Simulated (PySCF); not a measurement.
PySCF job for SbCl3, SMILES [Cl][Sb]([Cl])[Cl], TDA-PBE/def2-SVPD. Geometry: r2SCAN-D4/def2-SVP. The isomer is the one that the SMILES or the coordinates give; other isomers of the formula were not compared. The def2 effective core potentials stand for the cores of Sb; spin–orbit coupling is left out.

```python
import numpy as np
from pyscf import gto, scf, dft, tdscf

mol = gto.M(
    atom='''
    Sb   -0.00000000    0.00000000    0.58209196
    Cl    1.79133594   -1.03422829   -0.58209195
    Cl   -1.79133594   -1.03422829   -0.58209196
    Cl    0.00000001    2.06845657   -0.58209196
    ''',
    basis='def2-SVPD',
    ecp={'Sb': 'def2-svp'},
    charge=0,
    spin=0,
    symmetry=True,
    max_memory=1600,
    verbose=4,
)
mf = dft.RKS(mol, xc='pbe').density_fit(auxbasis='def2-universal-jkfit')
mf.grids.level = 3
mf.conv_tol = 1e-9
mf.max_cycle = 100
mf.kernel()
mf.grids = dft.Grids(mol).set(level=1).build(with_non0tab=True)  # coarser grid for the response kernel
td = tdscf.TDA(mf)
td.singlet = True
td.nstates = 10
td.conv_tol = 1e-4
td.positive_eig_threshold = 1e-6
td.kernel(x0=td.get_init_guess(mf, 15))
td.analyze()
tt = tdscf.TDA(mf)
tt.singlet = False
tt.nstates = 4
tt.conv_tol = 1e-4
tt.positive_eig_threshold = 1e-6
tt.kernel(x0=tt.get_init_guess(mf, 9))
tt.analyze(verbose=3)
```

Program output:

```
PySCF version 2.14.0

[INPUT] verbose = 4
[INPUT] num. atoms = 4
[INPUT] num. electrons = 74
[INPUT] charge = 0
[INPUT] spin (= nelec alpha-beta = 2S) = 0
[INPUT] symmetry True subgroup None
[INPUT] Mole.unit = angstrom
[INPUT] Symbol           X                Y                Z      unit          X                Y                Z       unit  Magmom
[INPUT]  1 Sb     0.000000000000   0.000000000000   0.582091960000 AA    0.000000000000   0.000000000000   1.099994383711 Bohr   0.0
[INPUT]  2 Cl     1.791335940000  -1.034228290000  -0.582091950000 AA    3.385134323690  -1.954408218377  -1.099994364814 Bohr   0.0
[INPUT]  3 Cl    -1.791335940000  -1.034228290000  -0.582091960000 AA   -3.385134323690  -1.954408218377  -1.099994383711 Bohr   0.0
[INPUT]  4 Cl     0.000000010000   2.068456570000  -0.582091960000 AA    0.000000018897   3.908816417857  -1.099994383711 Bohr   0.0

nuclear repulsion = 389.575157936182
point group symmetry = C3v, use subgroup Cs
symmetry origin: [ 3.14954354e-09 -3.14954351e-09  3.14954351e-09]
symmetry axis x: [8.66025404e-01 4.99999999e-01 1.87276775e-09]
symmetry axis y: [-2.75781969e-09  1.03114833e-09  1.00000000e+00]
symmetry axis z: [ 4.99999999e-01 -8.66025404e-01  2.27191049e-09]
num. orbitals of irrep A' = 68
num. orbitals of irrep A" = 45
number of shells = 45
number of NR pGTOs = 202
number of NR cGTOs = 113
basis = def2-SVPD
ecp = {'Sb': 'def2-svp'}


[settings echo left out]
init E= -1594.80966803283
HOMO (A") = -0.658383573860423  LUMO (A") = -0.61982128945408  gap/eV = 1.04933
cycle= 1 E= -1616.68438243075  delta_E= -21.9  |g|= 3.54  |ddm|= 11.7
HOMO (A') = 0.0556585411660037  LUMO (A') = 0.0832343171713077  gap/eV = 0.75038
cycle= 2 E= -1550.06477565557  delta_E= 66.6  |g|= 8.89  |ddm|= 18.5
HOMO (A") = -0.481715085986985  LUMO (A') = -0.365589314478243  gap/eV = 3.15994
cycle= 3 E= -1619.46119777103  delta_E= -69.4  |g|= 1.49  |ddm|= 17.5
HOMO (A") = -0.23960320195475  LUMO (A") = -0.14916822710321  gap/eV = 2.46086
cycle= 4 E= -1619.33805974672  delta_E= 0.123  |g|= 1.44  |ddm|= 3.25
HOMO (A') = -0.315099206793045  LUMO (A') = -0.155140456889168  gap/eV = 4.35270
cycle= 5 E= -1619.97087442384  delta_E= -0.633  |g|= 0.311  |ddm|= 1.56
HOMO (A') = -0.283694947508864  LUMO (A") = -0.120195174530167  gap/eV = 4.44906
cycle= 6 E= -1619.98459859601  delta_E= -0.0137  |g|= 0.177  |ddm|= 0.586
HOMO (A') = -0.283027049377577  LUMO (A') = -0.11326957835669  gap/eV = 4.61934
cycle= 7 E= -1619.9952782398  delta_E= -0.0107  |g|= 0.0167  |ddm|= 0.232
HOMO (A') = -0.281103509086926  LUMO (A") = -0.110761877928699  gap/eV = 4.63523
cycle= 8 E= -1619.99535002762  delta_E= -7.18e-05  |g|= 0.00737  |ddm|= 0.0415
HOMO (A') = -0.281331491999031  LUMO (A') = -0.111238664834923  gap/eV = 4.62846
cycle= 9 E= -1619.99537232257  delta_E= -2.23e-05  |g|= 0.000917  |ddm|= 0.0137
HOMO (A') = -0.281367185231118  LUMO (A") = -0.111302024151364  gap/eV = 4.62771
cycle= 10 E= -1619.99537251129  delta_E= -1.89e-07  |g|= 0.000591  |ddm|= 0.00183
HOMO (A') = -0.281380133930385  LUMO (A') = -0.111319454130814  gap/eV = 4.62759
cycle= 11 E= -1619.99537262711  delta_E= -1.16e-07  |g|= 0.000146  |ddm|= 0.00103
HOMO (A') = -0.281373863887129  LUMO (A") = -0.111309951275267  gap/eV = 4.62767
cycle= 12 E= -1619.99537263447  delta_E= -7.36e-09  |g|= 1.35e-05  |ddm|= 0.000183
HOMO (A') = -0.281374277277267  LUMO (A") = -0.111309879873946  gap/eV = 4.62769
cycle= 13 E= -1619.99537263452  delta_E= -5.28e-11  |g|= 6.29e-07  |ddm|= 2.21e-05
HOMO (A') = -0.281374326515728  LUMO (A") = -0.111309833480821  gap/eV = 4.62769
Extra cycle  E= -1619.99537263452  delta_E= 2.27e-12  |g|= 1.12e-06  |ddm|= 2.53e-06
converged SCF energy = -1619.99537263452
tot grids = 26976
Overwritten attributes  positive_eig_threshold  of <class 'pyscf.tdscf.rks.TDA'>


******** <class 'pyscf.tdscf.rks.TDA'> for <class 'pyscf.df.df_jk.DFSymAdaptedRKS'> ********
nstates = 10 singlet
deg_eia_thresh = 1.000e-03
wfnsym = None
conv_tol = 0.0001
eigh lindep = 1e-12
eigh level_shift = 0
eigh max_cycle = 100


Excitation energies (eV)
[4.9587369  4.97283177 4.97283962 4.97800732 5.04908056 5.04908085
 5.10943835 5.13808907 5.13809007 5.25209503]

** Singlet excitation energies and oscillator strengths **
Excited State   1:  ???      4.95874 eV    250.03 nm  f=0.0218
      34 -> 39        0.17089
      35 -> 38       -0.17088
      37 -> 40        0.65359
Excited State   2:  ???      4.97283 eV    249.32 nm  f=0.0004
      35 -> 40       -0.15790
      36 -> 39        0.61908
      37 -> 38        0.29212
Excited State   3:  ???      4.97284 eV    249.32 nm  f=0.0004
      34 -> 40       -0.15793
      36 -> 38        0.61908
      37 -> 39       -0.29211
Excited State   4:  ???      4.97801 eV    249.06 nm  f=0.0000
      34 -> 38        0.28927
      35 -> 39        0.28925
      36 -> 40       -0.57434
Excited State   5:  ???      5.04908 eV    245.56 nm  f=0.0100
      34 -> 38        0.28321
      35 -> 39       -0.28327
      35 -> 40       -0.35615
      37 -> 38       -0.42738
Excited State   6:  ???      5.04908 eV    245.56 nm  f=0.0100
      34 -> 39       -0.28316
      34 -> 40        0.35618
      35 -> 38       -0.28321
      37 -> 39       -0.42743
Excited State   7:  ???      5.10944 eV    242.66 nm  f=0.0000
      34 -> 38       -0.40538
      35 -> 39       -0.40537
      36 -> 40       -0.39789
Excited State   8:  ???      5.13809 eV    241.30 nm  f=0.0082
      32 -> 40       -0.10379
      34 -> 39        0.39717
      34 -> 40        0.12352
      35 -> 38        0.39714
      36 -> 38       -0.17584
      37 -> 39       -0.33587
Excited State   9:  ???      5.13809 eV    241.30 nm  f=0.0082
      33 -> 40       -0.10381
      34 -> 38       -0.39713
      35 -> 39        0.39711
      35 -> 40       -0.12358
      36 -> 39        0.17583
      37 -> 38       -0.33593
Excited State  10:  ???      5.25210 eV    236.07 nm  f=0.0284
      34 -> 39       -0.46524
      35 -> 38        0.46524
      37 -> 40        0.21997

** Transition electric dipole moments (AU) **
state          X           Y           Z        Dip. S.      Osc.
  1         0.0000     -0.0000      0.4233      0.1792      0.0218
  2        -0.0277      0.0479     -0.0000      0.0031      0.0004
  3        -0.0479     -0.0277      0.0001      0.0031      0.0004
  4        -0.0000      0.0000     -0.0000      0.0000      0.0000
  5         0.1422     -0.2463      0.0000      0.0809      0.0100
  6        -0.2463     -0.1422      0.0000      0.0809      0.0100
  7         0.0000      0.0000     -0.0000      0.0000      0.0000
  8        -0.2215     -0.1279     -0.0000      0.0654      0.0082
  9         0.1279     -0.2216     -0.0000      0.0655      0.0082
 10        -0.0000     -0.0000      0.4695      0.2205      0.0284

WARN: ECP detected. Skipping calculation of transition velocity and magnetic dipole moments, which have not yet been implemented.



******** <class 'pyscf.tdscf.rks.TDA'> for <class 'pyscf.df.df_jk.DFSymAdaptedRKS'> ********
nstates = 4 triplet
deg_eia_thresh = 1.000e-03
wfnsym = None
conv_tol = 0.0001
eigh lindep = 1e-12
eigh level_shift = 0
eigh max_cycle = 100


Excitation energies (eV)
[4.30688356 4.30688883 4.41642956 4.74435835]

** Triplet excitation energies and oscillator strengths **
Excited State   1:  ???      4.30688 eV    287.87 nm  f=0.0000
Excited State   2:  ???      4.30689 eV    287.87 nm  f=0.0000
Excited State   3:  ???      4.41643 eV    280.73 nm  f=0.0000
Excited State   4:  ???      4.74436 eV    261.33 nm  f=0.0000
```

Self-consistency was reached.
